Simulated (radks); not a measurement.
Spherical jellium clusters: N electrons in a uniform positive sphere of charge N and radius rs N^(1/3), rs = 4.25 bohr. Method: non-relativistic Kohn-Sham, PBEsol, spin-polarised, spherical densities; computed with a radial shooting solver with Libxc functionals. Levels are named by radial order and angular momentum (1s, 1p, 1d, 2s, ...), and open shells are averaged over m.

N = 9, configuration 1s2 1p6 1d(up 1, down 0). This is the lowest configuration that the search found. Occupied levels:

| level | occupation | eigenvalue (eV) | <r> (bohr) |
|---|---|---|---|
| 1s up | 1 | -4.3196 | 5.907 |
| 1s down | 1 | -4.2516 | 5.725 |
| 1p up | 3 | -3.3095 | 7.055 |
| 1p down | 3 | -3.1765 | 6.948 |
| 1d up | 1 | -2.0600 | 8.065 |

Energy (eV): total -15.9534, kinetic 13.846, external -293.60, Hartree 144.53, exchange-correlation -30.320, background 149.60.
